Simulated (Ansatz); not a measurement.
Correlation energies of CBrCl$_{3}$ (`ClC(Cl)(Cl)Br`) by basis set

```xyz
5

Cl   -0.0990   -1.7328   -0.3619
C    -0.0382   -0.0103   -0.0101
Cl   -1.1149    0.3590    1.3309
Cl   -0.5279    0.9024   -1.4319
Br    1.7801    0.4818    0.4730
```

Charge 0, multiplicity 1. Correlated methods include outer-core shells of Br, which these sets cover unevenly. Scalar relativity is left out up to krypton. All single points use the PBE0-D4/def2-TZVP geometry. Frozen core, restricted reference, Ansatz 0.2.0.

| basis | HF (Eh) | MP2 corr. |
| --- | --- | --- |
| def2-SVP | -3987.94447 | -0.77969 |
| def2-TZVPP | -3988.78701 | -1.01698 |
| def2-QZVPP | -3988.87614 | -1.40601 |

Question: Estimate the CCSD correlation energy and the (T) correction in each basis where they were run (hartree).

Answer: 
```csv
basis,CCSD corr.,(T)
def2-SVP,-0.81056,-0.02288
def2-TZVPP,-1.05738,-0.04880
```
